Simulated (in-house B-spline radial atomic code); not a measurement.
## Al: [Ne] 3s2 3d1 (an excited or competing configuration)

Level of theory: non-relativistic TPSSh, spin-polarised, spherical fractional occupations, exact exchange averaged over the configuration, point nucleus; calculated with a B-spline radial code for spherical atoms.

Z_r = [3n² - l(l+1)]/(2<r>); Z_e = n√(-2ε); the last column is Slater's effective charge. Values are occupation-weighted means over spin.

| shell | electrons | ε (eV) | <r> (bohr) | Z_r | Z_e | Slater |
| --- | --- | --- | --- | --- | --- | --- |
| 1s | 2 | -1526.9 | 0.1204 | 12.46 | 10.59 | 12.70 |
| 2s | 2 | -116.44 | 0.625 | 9.60 | 5.85 | 8.85 |
| 2p | 6 | -76.775 | 0.6023 | 8.30 | 4.75 | 8.85 |
| 3s | 2 | -11.673 | 2.411 | 5.60 | 2.78 | 3.85 |
| 3d | 1 | -0.85747 | 8.897 | 1.18 | 0.75 | 1.00 |

The least bound orbital is 3d up at -0.8575 eV, and it is also the most diffuse (<r> = 8.897 bohr).
